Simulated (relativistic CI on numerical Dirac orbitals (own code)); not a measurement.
Spin-orbit doublets in the photoemission of lanthanum

Problem. Photoelectron lines from p, d and f shells are doublets, and peak fits need their splitting and area ratio. Find both for the 3d line of lanthanum, from the calculated spin-orbit constant ζ(3d) = 6.696 eV of the closed-shell ion La³⁺ with one hole. Is the doublet resolved if instrument, lifetime and solid give each line a width of 2.0 eV (assumed)?

Working.
1. One hole with l = 2 gives j = 5/2 and j = 3/2. For a hole the level of higher j has the lower binding energy.
2. The splitting is (l + ½)ζ = 2.5 × 6.696 = 16.74 eV.
3. The areas follow 2j + 1: 6 : 4, so the weaker line has 0.667 of the stronger one's area, if the radial matrix elements are equal.
4. Splitting over width is 8.37: two separate peaks.

Check. The difference of tabulated binding energies of the element (M4 less M5; Elam, Ravel and Sieber, Radiat. Phys. Chem. 63, 121 (2002), rounded to 0.1 eV or more) is 17.0 eV. In oxides of the light lanthanides, screening by ligand-to-4f charge transfer splits each 3d component further (CeO2 shows three doublets), so one doublet does not describe the spectrum.

All doublets of La³⁺, calculated as differences of Dirac-Coulomb-Breit total energies with one hole (eV):

```
Shell  Calculated  Without Breit and QED  Tabulated, element
   2p       408.3                    413               408.0
   3p       81.22                  82.16                81.0
   3d       16.79                   17.2                17.0
   4p        17.3                  17.51               9.8 †
   4d        2.95                  3.026                 2.8
   5p       2.743                  2.777                 2.5
```

The Breit and QED terms lower the splittings by 1.1 to 2.5 %. † marks rows where calculation and table differ by more than 10 %: outer shells contract in the ion, shallow p and d holes are shifted by correlation that this model lacks, and small tabulated differences suffer from rounding or from errors of the compilation.
